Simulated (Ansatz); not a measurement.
InHCl (SMILES [Cl][InH]): the electronic atomisation energy, rung by rung

The species is InHCl (3 atoms), meant as a doublet with charge 0. As SMILES, `[Cl][InH]`. Geometry: relaxed at PBE0-D4/def2-TZVP.

```xyz
3

Cl   -1.6498    0.3968   -0.8674
In    0.4095    0.5424    0.2861
H     1.2294   -1.0039    0.5681
```

Quantity: the electronic atomisation energy, in eV. The values are calculated. Electronic energies at fixed atoms, without zero-point motion or spin-orbit coupling.

```csv
level,kind,program,value (eV),less CCSD(T)/STO-3G,CPU time (all runs)
UHF/STO-3G,Hartree–Fock,Ansatz,7.87,-0.16,1.1 s
U-revPBE/STO-3G,GGA,Ansatz,9.48,+1.45,5.5 s
UBLYP/STO-3G,GGA,Ansatz,9.57,+1.54,5.5 s
U-r2SCAN/STO-3G,meta-GGA,Ansatz,9.78,+1.75,18 s
UPBE0/STO-3G,global hybrid,Ansatz,9.35,+1.32,4.8 s
UCAM-B3LYP/STO-3G,range-separated hybrid,Ansatz,9.41,+1.38,6.1 s
UB2PLYP/STO-3G,double hybrid,Ansatz,8.87,+0.84,6.3 s
RPA@PBE/STO-3G,RPA,Ansatz,6.75,-1.28,7 s
UMP2/STO-3G,perturbation theory,Ansatz,8.04,+0.01,1.8 s
UCCSD(T)/STO-3G,coupled cluster or CI,Ansatz,8.03,0.00,1.8 s
```

UCCSD(T)/STO-3G is the highest level here, not the true value. All-electron rows without a relativistic Hamiltonian named are non-relativistic. The values span 6.75 to 9.78 eV. All rows use very small basis sets, so even the best lies far from the true value. In the correlated wave-function rows the outer d shell of In is correlated, in sets not made for it. CPU times are rough (shared hosts, several kinds of processor): they show what a rung costs within a factor of a few.
